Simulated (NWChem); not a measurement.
A series in which one site is exchanged, each optimised at PBE0/def2-SVP with NWChem, gas phase unless a solvent is named. This build's default masses of Se (78.918 u) and Br (79.917 u) are each other's, which moves their modes by up to 0.6 %. For some, no frequency run checked for a minimum. def2 effective core potentials on I; no spin-orbit coupling.

A: [Br][Al]([F])[F] (AlBrF2; site = Br)
B: [F][Al]([F])[I] (AlIF₂; site = I)
C: [F][Al]([F])[Cl] (AlClF2; site = Cl)
D: [F][AlH][F] (AlHF₂; site = H)

```tsv
quantity	A	B	C	D
dipole (D), PBE0/def2-SVP	…	0.99	0.43	1.39
orbital gap (eV), PBE0/def2-SVP	…	6.85	8.53	9.33
static polarisability, B3LYP/def2-SVPD (bohr³)	…	56.0	34.7	24.4
lowest singlet excitation, B3LYP/def2-SVPD, TDA (eV)	…	5.12	6.70	7.80
```

**Question.** Complete the blanks.

**Answer.** 
- dipole (D), PBE0/def2-SVP, A: 0.68
- orbital gap (eV), PBE0/def2-SVP, A: 7.83
- static polarisability, B3LYP/def2-SVPD (bohr³), A: 42.4
- lowest singlet excitation, B3LYP/def2-SVPD, TDA (eV), A: 5.99
